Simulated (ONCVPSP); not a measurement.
bromine: one change to an ONCV potential, before and after

Br (Z = 35), optimised norm-conserving Vanderbilt (ONCV), made with ONCVPSP 4.0.1 (LDA (Perdew-Zunger), scalar-relativistic). Core [Ne], reference 3s2 3p6 3d10 4s2 4p5. Waves: 3s+4s: rc 1.00 bohr, ncon 4, nbas 7, qcut 10.9 1/bohr, 2 projectors; 3p+4p: rc 1.10 bohr, ncon 4, nbas 8, qcut 11.9 1/bohr, 2 projectors; 3d: rc 0.70 bohr, ncon 4, nbas 8, qcut 23.8 1/bohr, 2 projectors, debl 4 Ha. Local part: polynomial inside 0.65 bohr (lpopt 5, dvloc0 -1 Ha). Core correction: Teter function, fcfact 2, rcfact 1.25.

Change: s: qcut 14.3; p: qcut 15.6; d: qcut 31.2.

Cutoffs: the cutoffs (Ha) at which the residual kinetic energy of the hardest occupied pseudo-wave falls to 1 and 0.1 mHa per electron; they do not see the model core or the augmentation charge, which bear on the density cutoff. Errors are all-electron minus pseudo energies relative to the spin-unpolarised reference configuration.

Problem. What does the change do?

Solution. The potential gets harder (216 Ha and 243 Ha → 262 Ha and 303 Ha); of the 4 tests that both files solve, the error grows in 0 and shrinks in 4 by more than 15 % and 0.3 meV (median size 4.0 → 2.9 meV); neither file shows a bound ghost.

```tsv
quantity	base	changed
cutoff, loose	216 Ha	262 Ha
cutoff, tight	243 Ha	303 Ha
loose cutoff by channel	s 47 Ha, p 59 Ha, d 216 Ha	s 63 Ha, p 75 Ha, d 262 Ha
bound ghosts	none	none
GHOST(+) flags under 300 eV	none	none
error for 3s2 3p6 3d10 4s2 4p4, meV [ΔE 12.71 eV]	-1.6	-1.1
error for 3s2 3p6 3d10 4s2 4p3, meV [ΔE 35.65 eV]	-4.5	-3.3
error for 3s2 3p6 3d10 4s2 4p2, meV [ΔE 69.87 eV]	-8.3	-6.5
error for 3s2 3p6 3d10 4s1 4p5, meV [ΔE 25.75 eV]	-3.5	-2.5
s: phases at 1.01 bohr within 0.05 rad from the reference energy up to (Ha; the scan ends near 5)	to the end of the scan	to the end of the scan
p: phases at 1.11 bohr within 0.05 rad from the reference energy up to (Ha; the scan ends near 5)	to the end of the scan	to the end of the scan
d: phases at 0.71 bohr within 0.05 rad from the reference energy up to (Ha; the scan ends near 5)	to the end of the scan	to the end of the scan
rms error of d²Exc/dni dnj with the model core, mHa	2.05	2.11
```
